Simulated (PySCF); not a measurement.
**Chromium: highly charged ions in a basis for the neutral atom**

Cr⁵⁺ [Ar] 3d1, Cr⁶⁺ [Ar]. Calculation: PySCF 2.14, in aug-cc-pVDZ-DK (7s6p4d2f, 59 functions); the spin-free X2C one-electron Hamiltonian (Gaussian nucleus). No spin-orbit coupling, so a gap to NIST mixes the basis error with missing relativistic terms.

Changed run: basis of the neutral atom used for a highly charged ion. This setting is unsound on purpose.

```json
{"species": "Cr⁵⁺", "method": "UHF", "sound run (hartree)": "not run", "changed run (hartree)": "-1043.39032", "converged": "yes"}
{"species": "Cr⁵⁺", "method": "PBE", "sound run (hartree)": "not run", "changed run (hartree)": "-1043.99357", "converged": "yes"}
{"species": "Cr⁵⁺", "method": "TPSS", "sound run (hartree)": "not run", "changed run (hartree)": "-1044.28759", "converged": "yes"}
{"species": "Cr⁶⁺", "method": "UHF", "sound run (hartree)": "not run", "changed run (hartree)": "-1039.96219", "converged": "yes"}
{"species": "Cr⁶⁺", "method": "PBE", "sound run (hartree)": "not run", "changed run (hartree)": "-1040.50383", "converged": "yes"}
{"species": "Cr⁶⁺", "method": "TPSS", "sound run (hartree)": "not run", "changed run (hartree)": "-1040.79786", "converged": "yes"}
```

Ionisation energy of Cr⁵⁺:

| method | changed run (eV) | NIST (eV) |
| --- | --- | --- |
| UHF | 93.284 | 90.635 |
| PBE | 94.961 | 90.635 |
| TPSS | 94.960 | 90.635 |

The contracted functions were made for the neutral atom and can be too rigid for a highly charged ion.
